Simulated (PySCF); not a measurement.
PySCF input file for C₄H₇FO, SMILES FC1(CC1)OC, SMD-B3LYP/def2-SVP. Geometry: B3LYP-D3(BJ)/def2-SVP. One conformer was computed; it need not be the lowest.

```python
import numpy as np
from pyscf import gto, scf, dft
from pyscf.solvent import smd

mol = gto.M(
    atom='''
    C     1.90807525    0.67901490    0.02351900
    O     1.04996594   -0.45033934    0.07031978
    C    -0.26686262   -0.16456562   -0.12248716
    F    -0.52924615    0.25120330   -1.40555570
    C    -1.10303933    0.45046205    0.95162574
    C    -1.28307703   -1.01678368    0.53289185
    H     1.63938158    1.41932692    0.79901961
    H     2.92797761    0.31634056    0.20781249
    H     1.86881374    1.16908471   -0.96319423
    H    -1.87782317    1.15986866    0.65013216
    H    -0.63010091    0.64804173    1.91728561
    H    -0.92312497   -1.79192182    1.21363099
    H    -2.17221367   -1.26762163   -0.05053999
    ''',
    basis='def2-SVP',
    charge=0,
    spin=0,
    max_memory=1600,
    verbose=3,
)
mf = dft.RKS(mol, xc='b3lyp').density_fit(auxbasis='def2-universal-jkfit')
mf.grids.level = 3
mf.conv_tol = 1e-9
mf.max_cycle = 100
mf.kernel()
res = {}
for name in ['water', 'ethylethanoate', 'methanol']:
    s = mf.SMD()
    s.with_solvent.solvent, s.with_solvent.sasa_ng = name, 194
    s.kernel(mf.make_rdm1())
    res[name] = (s.e_tot, s.with_solvent.get_cds(), s.dip_moment(), s.mo_energy, s.converged)
    print(f'SMD {name}: dG(solv) = {(s.e_tot - mf.e_tot) * 627.509474:.3f} kcal/mol, of which CDS {res[name][1] * 627.509474:.3f}')
```

Program output:

```
converged SCF energy = -331.408480364476
converged SCF energy = -331.410105028851
Dipole moment(X, Y, Z, Debye):  0.16146,  1.15431,  1.72880
SMD water: dG(solv) = -1.019 kcal/mol, of which CDS 3.906
converged SCF energy = -331.414606123674
Dipole moment(X, Y, Z, Debye):  0.21830,  0.97919,  1.61567
SMD ethylethanoate: dG(solv) = -3.844 kcal/mol, of which CDS -0.943
converged SCF energy = -331.41467723247
Dipole moment(X, Y, Z, Debye):  0.16378,  1.14110,  1.71637
SMD methanol: dG(solv) = -3.889 kcal/mol, of which CDS 0.895
```

Self-consistency was reached.
